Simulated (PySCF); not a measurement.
Stretching CBr⁺

Set-up: basis C cc-pVTZ, Br cc-pVTZ-PP with ECP10; scalar-relativistic core potentials; PySCF 2.14. Energies in eV from C⁺ + Br in their ground configurations at the same level. State: ¹Σ⁺ (singlet), closed shell.

All columns are PBE. A positive dipole points towards Br; it is taken about the centre of mass and depends on that origin.

```csv
R (Å),E (eV),μ (D),Mulliken charge on C (basis-dependent),HOMO (eV),LUMO (eV),Mayer bond order,⟨S²⟩
1.459,-5.154,1.25,0.01,-15.19,-11.68,2.41,0.00
1.527,-6.095,0.84,0.07,-15.47,-11.88,2.37,0.00
1.595,-6.638,0.42,0.13,-15.74,-12.08,2.33,0.00
1.646,-6.851,0.10,0.16,-15.93,-12.23,2.30,0.00
1.697,-6.941,-0.22,0.20,-16.10,-12.37,2.28,0.00
1.748,-6.934,-0.53,0.23,-16.24,-12.51,2.26,0.00
1.816,-6.813,-0.95,0.27,-16.40,-12.69,2.23,0.00
1.901,-6.537,-1.45,0.32,-16.54,-12.89,2.20,0.00
2.002,-6.094,-2.03,0.37,-16.31,-13.11,2.18,0.00
2.138,-5.418,-2.75,0.43,-15.88,-13.35,2.15,0.00
```

A fit through these points gives, at Re = 1.718 Å, μ = -0.35 D and dμ/dR = -6.22 D/Å; the reduced mass is 10.42 u.

How strong is the fundamental in the double-harmonic approximation, I = 42.26·(dμ/dR)²/μred km/mol?

I = 42.26·(-6.22)²/10.42 = 157 km/mol at PBE.

For an ion De counts to the pair picked by the measured ionisation energies or electron affinities, which need not be the lowest pair at this level.
